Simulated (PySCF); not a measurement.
## Finite-field polarisability of Zn (zinc, neutral)

[Ar] 3d10 4s2, closed-shell 1S. All numbers are calculated (PySCF 2.14, no relativity, point nucleus, in def2-QZVPPD (11s6p5d4f2g, 100 functions)). Frozen: [Ar]. Energy changes in a uniform field (μhartree):

```
axis  F (au)        HF       MP2      CCSD   CCSD(T)
   x  0.0019   -97.432   -69.790   -76.419   -73.910
   x  0.0038  -389.914  -279.323  -305.828  -295.785
```

Task: Derive α along x at CCSD(T) from the two fields.

Result: With ΔE = −αF²/2 − γF⁴/24, α = −(16 ΔE(F) − ΔE(2F))/(6F²) = 40.94 bohr³.

Task: And the mean polarisability at each level?

Result: HF 53.97, MP2 38.66, CCSD 42.33, CCSD(T) 40.94 bohr³. Reference: 38.67 ± 0.3 bohr³ (recommended; Schwerdtfeger and Nagle, table of static dipole polarizabilities (2023 update)).

CCSD(T) lies more than 5 % above the reference; correlation of the frozen inner shells, absent here, would lower it.
